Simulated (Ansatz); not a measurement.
Consider the cleavage of the P–Al bond: `[SiH3][AlH][PH2]` + `N[SiH2]F` → `F[SiH2]NP` + `[AlH2][SiH3]`.

Calculated with Ansatz (gas phase, PBE0-D4/def2-TZVP geometries, no zero-point term in ΔE). CBS: MP2 limit from def2 TZ/QZ plus the TZ coupled-cluster correction, frozen cores. This one scheme is used for every species. DFT in def2-TZVPP. Each species was taken in one conformer, which may not be the lowest.

```tsv
level	ΔE (kJ/mol)	difference from CCSD(T)/CBS
revPBE-D4	83.2	3.0
BLYP-D4	75.0	-5.2
r2SCAN-D4	87.1	6.9
PBE0-D4	86.4	6.2
BHLYP-D4	71.1	-9.1
B2PLYP	77.6	-2.6
PBE	90.8	10.6
PBE0	88.0	7.8
LC-ωPBE	80.1	-0.1
HF/def2-SVP	65.8	-14.4
CCSD/def2-SVP	74.4	-5.8
CCSD(T)/def2-SVP	75.4	-4.8
MP2/def2-TZVPP	79.5	-0.7
HF/def2-QZVPP	61.3	-18.9
HF/CBS(def2)	61.1	-19.1
CCSD/CBS(def2)	77.7	-2.5
CCSD(T)/CBS	80.2	0
```

Largest T1 diagnostic among the species: 0.014.

From BLYP to BHLYP (50 % exact exchange), in def2-TZVPP and without D4, ΔE moves by −7.3 kJ/mol. In def2-TZVPP, CCSD(T) changes the Hartree–Fock value by +16.4 kJ/mol (the triples alone add +2.5 kJ/mol) and MP2 by +16.8 kJ/mol.
